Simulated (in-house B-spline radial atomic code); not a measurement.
RPBE excitations of the lutetium ion Lu⁺

Method: RPBE. Computed with an all-electron radial atomic-structure program (B-spline basis): linear response of the closed shell [Xe] 4f14 6s2 with the functional's adiabatic kernel; scalar-relativistic (spin-free one-electron X2C), finite nucleus, no spin-orbit coupling, no double excitations, S, P, D and F terms only; shells from n = 4 respond. Only terms of natural parity with L up to 3 were computed.

Spin-orbit coupling is strong here, so these LS terms don't match observed levels.

Command:
```bash
python run_td.py task.json out
```
Settings (radii: box in bohr, nucleus in fm):
```
Z                        71
electrons                70
configuration            [Xe] 4f14 6s2
hamiltonian              x2c
method                   rpbe,pbe
box_radius               41.61
rms_radius               5.37
intervals                74
```

Cost of the run: 2 s on 1 thread of Intel(R) Xeon(R) Platinum 8559C (Emerald Rapids), with other jobs on the host.

The lowest states, in the order of their Tamm-Dancoff energies; the method's threshold (minus the highest occupied level) is 10.930 eV. Labels give the largest channel, * marks a mixed state, and oscillator strengths are full-response dipole values. Measured ¹D terms are left out, since they can mix with doubly excited terms. Semilocal kernels can invert the small singlet-triplet splittings of Rydberg terms. Energies in eV:

```tsv
state	full response	Tamm-Dancoff	oscillator strength	measured (J-weighted term)
6s → 5d 3D	0.629	1.066	-	1.628
6s → 5d 1D	1.928	1.945	-	-
6s → 6p 3P	3.383	3.524	-	3.789
6s → 6p 1P	5.059	5.214	1.99	4.739
6s → 7s 3S	?	?	-	?
6s → 7s 1S	?	?	-	?
6s → 6d 3D	8.381	8.394	-	-
6s → 6d 1D	8.391	8.402	-	-
6s → 7p 3P	8.639	8.653	-	-
6s → 7p 1P	8.785	8.797	0.00732	-
4f → 5d 3P	8.897	8.936	-	-
4f → 5d 3F	9.099	9.122	-	-
4f → 5d 1F	9.518	9.527	-	-
```

Q: Where does 6s → 7s 3S lie?

A: At 7.473 eV in full response, 7.482 eV in Tamm-Dancoff; measured 7.907 eV.

Q: Where does 6s → 7s 1S lie?

A: At 7.788 eV in full response, 7.807 eV in Tamm-Dancoff; measured 8.553 eV.

Q: How large is the singlet-triplet splitting of 6s → 5d (D terms) in Tamm-Dancoff?

A: 0.88 eV, from the unrounded values.

Q: What polarisabilities and dispersion coefficient does the method give?

A: Dipole 63.56 bohr³, quadrupole 1129 bohr⁵, C6 647 hartree·bohr⁶ for two such species.
